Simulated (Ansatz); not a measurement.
A run for Ansatz (a quantum-chemistry and plane-wave program): R-r2SCAN/def2-TZVPP on C2H6Si (SMILES C[Si]C), a point of a torsion scan.

Ansatz 0.2 input:
```yaml
crystal:
  periodic: [false, false, false]
  atoms:
    - {symbol: C, position_ang: [1.45401828, -0.06907156, 0.05310371]}
    - {symbol: Si, position_ang: [0.26133617, 0.64516886, -1.28032019]}
    - {symbol: C, position_ang: [-0.70113467, -0.96485641, -1.71582793]}
    - {symbol: H, position_ang: [1.83430314, -1.05749086, -0.20809940]}
    - {symbol: H, position_ang: [2.31139777, 0.58114010, 0.21668225]}
    - {symbol: H, position_ang: [0.93813342, -0.16144154, 1.00929538]}
    - {symbol: H, position_ang: [-0.05321554, -1.68021996, -2.22365716]}
    - {symbol: H, position_ang: [-1.54248398, -0.76723269, -2.37761327]}
    - {symbol: H, position_ang: [-1.09466095, -1.45603491, -0.82504390]}
basis:
  gaussian:
    orbitals: def2-TZVPP
hamiltonian:
  xc: {name: r2SCAN}
scf: {lower_state_search: off}
```

**Question.** Predict the final total energy.

**Answer.** -369.2203 hartree.
